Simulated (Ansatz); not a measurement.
Two isomers of C7H9N: A = `N#CC1C=CCCC1`, B = `Cc1cccc(N)c1`.

Program: Ansatz. Geometries: PBE0-D4/def2-TZVP. ΔE: electronic, gas phase. CCSD(T)/CBS adds triple-zeta CCSD(T) − MP2 to the extrapolated MP2 energy (def2 sets, frozen cores). Functionals use def2-TZVPP. B3LYP here is the variant with VWN-RPA as its local correlation; programs differ in this. One conformer a species, not always the lowest.

A:

```xyz
17

N    -1.9957    2.5955   -0.3038
C    -1.7166    1.4865   -0.1808
C    -1.3443    0.0817   -0.0164
C    -0.6866   -0.4315   -1.2741
C     0.6090   -0.7092   -1.3426
C     1.5725   -0.5020   -0.2193
C     0.9774    0.3340    0.9044
C    -0.4428   -0.1093    1.2093
H    -2.2814   -0.4657    0.1395
H    -1.3276   -0.5723   -2.1377
H     1.0067   -1.1109   -2.2703
H     2.4813   -0.0296   -0.6059
H     1.8922   -1.4818    0.1604
H     0.9665    1.3891    0.6109
H     1.5976    0.2628    1.8009
H    -0.8548    0.4361    2.0605
H    -0.4535   -1.1736    1.4650
```

B:

Z-matrix (Å, degrees):
```
C
C 1 1.499
H 1 1.092 2 111.5
H 1 1.092 2 111.3 3 121.0
H 1 1.095 2 110.8 3 -119.7
C 2 1.388 1 120.3 3 28.8
C 2 1.392 1 120.7 3 -152.5
C 6 1.395 2 121.5 1 178.4
H 6 1.087 2 119.4 1 -2.0
C 7 1.386 2 119.9 1 -178.4
H 7 1.084 2 119.9 1 1.7
N 8 1.387 6 120.5 2 177.2
C 8 1.395 6 118.7 2 0.1
H 10 1.085 7 119.8 2 -180.0
H 12 1.007 8 115.3 6 25.0
H 12 1.007 8 115.3 6 158.5
H 13 1.085 8 119.7 6 179.5
```

(1) Which is lower in electronic energy at CCSD(T)/CBS, and by how much? (Best estimate.)

(2) Give E(B) − E(A) in kcal/mol with MP2/def2-TZVPP, PBE0-D4, ωB97M-V, r2SCAN-D4, CCSD/def2-TZVPP, B3LYP, B3LYP-D4. (Best estimate.)

Largest T1 diagnostic: 0.011.

## Answers

(1) Computed: B, by 18.7 kcal/mol.

(2) The calculation gave: MP2/def2-TZVPP -20.6, PBE0-D4 -27.1, ωB97M-V -20.7, r2SCAN-D4 -28.5, CCSD/def2-TZVPP -14.3, B3LYP -26.2, B3LYP-D4 -26.3. None reverses the order clearly.

Leaving LDA and LC-ωPBE aside and taking each functional with its dispersion term where it has one, the values, not all of them listed here, spread over 9.3 kcal/mol, from r2SCAN-D4 to ωB97X-V. LDA lies −6.3 kcal/mol from PBE without D4. From r2SCAN to r2SCAN0 (25 % exact exchange), in def2-TZVPP and without D4, E(B) − E(A) moves by +1.1 kcal/mol.
